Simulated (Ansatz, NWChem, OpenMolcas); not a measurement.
## How basis sets differ on GaH2O2F (SMILES [OH][Ga]([OH])[F])

GaH2O2F: 6 atoms, total charge 0, spin state singlet. As SMILES, `[OH][Ga]([OH])[F]`. The coordinates come from a PBE0-D4/def2-TZVP relaxation. This is one conformer, not always the lowest.

```xyz
6

O    -0.2972    1.3510   -0.5748
Ga   -0.0682   -0.3424   -0.1176
O     0.7944   -0.8423    1.3353
F    -0.7226   -1.5888   -1.1448
H    -0.7888    1.4590   -1.3928
H     1.1242   -0.1004    1.8485
```

Quantity: the dipole moment, in D. The values are calculated.

| level | kind | program | value (D) |
| --- | --- | --- | --- |
| HF/ANO-R0 (sfX2C) | Hartree–Fock | OpenMolcas | 1.45 |
| HF/ANO-RCC-MB (DKH2) | Hartree–Fock | OpenMolcas | 1.93 |
| HF/STO-3G | Hartree–Fock | Ansatz | 1.21 |
| HF/3-21G | Hartree–Fock | NWChem | 2.27 |
| HF/6-31G* (spherical functions) | Hartree–Fock | OpenMolcas | 2.06 |
| HF/ANO-RCC-VDZP (DKH2, RICD fitting) | Hartree–Fock | OpenMolcas | 2.18 |
| HF/def2-SVP | Hartree–Fock | Ansatz | 2.13 |

All-electron rows without a relativistic Hamiltonian named are non-relativistic. The values span 1.21 to 2.27 D. Magnitudes only. Sets without polarisation functions give poor dipoles. Without the sets that lack polarisation functions the rows with a basis span only 2.06 to 2.18 D.
